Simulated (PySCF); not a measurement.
From one molecule to another.

First species: C4H4O3.
Geometry (GFN2-xTB, Å), atoms numbered from 1 in this order:
```xyz
11
C4H4O3 angstrom
O     -1.6394   -0.9328   -1.7532
C     -0.8148   -0.6170   -0.9592
C     -0.7297    0.6672   -0.1552
C      0.5290    0.5076    0.6796
C      1.0685   -0.8566    0.2913
O      2.0440   -1.4018    0.6928
O      0.2428   -1.4213   -0.6398
H     -1.6379    0.7697    0.4392
H     -0.6923    1.5105   -0.8449
H      1.2909    1.2587    0.4694
H      0.3444    0.5185    1.7539
```

Second species: Trans 3-chloropropionitrile, C3H4ClN.
SMILES: `N#CCCCl`

Levels: CAM-B3LYP/def2-SVPD for dipole moment, HOMO energy, LUMO energy, HOMO–LUMO gap, static isotropic polarisability and electronic spatial extent ⟨r²⟩ about the centre of nuclear charge; TDDFT CAM-B3LYP/def2-SVPD for lowest singlet excitation; TDA CAM-B3LYP/def2-SVPD for lowest triplet excitation (Tamm–Dancoff); GFN2-xTB for rotational constant A and rotational constant C. Geometries: GFN2-xTB. All species are isolated and taken at one optimised geometry, non-relativistic unless stated. Electronic properties by PySCF.

The conformers computed, where there is a choice (atom-mapped SMILES and torsion angles):
- `[N:1]#[C:2][CH2:3][CH2:4][Cl:5]`: C2–C3–C4–Cl5 180°

```csv
property,column X,column Y
dipole moment,4.58 D,2.03 D
HOMO energy,-10.01 eV,-10.51 eV
LUMO energy,0.16 eV,0.60 eV
HOMO–LUMO gap,10.17 eV,11.11 eV
lowest singlet excitation,5.53 eV,7.31 eV
lowest triplet excitation (Tamm–Dancoff),5.01 eV,6.46 eV
static isotropic polarisability,53.0 au,53.9 au
electronic spatial extent ⟨r²⟩ about the centre of nuclear charge,657 bohr²,724 bohr²
rotational constant A,5.995 GHz,27.214 GHz
rotational constant C,1.743 GHz,1.468 GHz
```

Which column belongs to which species?

Column X is the first species and column Y the second. The first has 11 atoms and 52 electrons, the second 9 and 46.

How does each property change from the first species to the second?

dipole moment -2.55 D; HOMO energy -0.50 eV; LUMO energy +0.44 eV; HOMO–LUMO gap +0.94 eV; lowest singlet excitation +1.78 eV; lowest triplet excitation (Tamm–Dancoff) +1.45 eV; static isotropic polarisability +0.9 au; electronic spatial extent ⟨r²⟩ about the centre of nuclear charge +67 bohr²; rotational constant A +21.219 GHz; rotational constant C -0.275 GHz.

On the first: No computed singlet falls in the visible range (750 to 380 nm, 1.65 to 3.26 eV); S1 lies 2.27 eV above its blue end. A dipole of 4.58 D is allowed in C2v, and pure rotational transitions are dipole-allowed.

On the second: No computed singlet falls in the visible range (750 to 380 nm, 1.65 to 3.26 eV); S1 lies 4.05 eV above its blue end. The polarisability is 7.98 Å³ as a volume (1 au = 0.148185 Å³), or 1.17 au for each of the 46 electrons.
